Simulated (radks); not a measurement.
Values are calculated unless marked as measured or tabulated.
Q: These are the eigenvalues of the occupied orbitals of an atom or ion with whole-number occupations (Ry). Level of theory: scalar-relativistic Kohn-Sham, SCAN, spin-polarised, spherical densities, finite nucleus; meta-GGA in the generalised Kohn-Sham scheme; Fermi nuclear charge, rms radius of each element as measured or else 0.836 A^(1/3) + 0.57 fm (a radial shooting solver on a logarithmic mesh with Libxc functionals).

orbital  eigenvalue
1s up     -2429.171
1s down   -2429.165
2s up     -377.2238
2s down   -377.2214
2p up     -338.3656
2p down   -338.3606
3s up     -77.24212
3s down   -77.23817
3p up     -64.54421
3p down   -64.53868
3d up     -45.59294
3d down   -45.58672
4s up     -14.32129
4s down   -14.30910
4p up     -10.32013
4p down   -10.30903
4d up      -4.47896
4d down    -4.46000
5s up      -2.03928
5s down    -1.89236
5p up      -1.20676
5p down    -1.06461

Which element is it, and in what charge state? The configuration may be excited. Open shells, if any, are filled with parallel spins first.

A: Z = 53, iodine, charge +1: I+ in [Kr] 4d10 5s2 5p4. The list shows which subshells hold electrons but not how many an open one holds; the 1s level, -1214.6 hartree, gives Z - s = 49.3 by -(Z - s)^2/2, which with screening and relativity narrows Z to a few neighbours, and the depths of the outer levels then fix element, charge and occupations together.
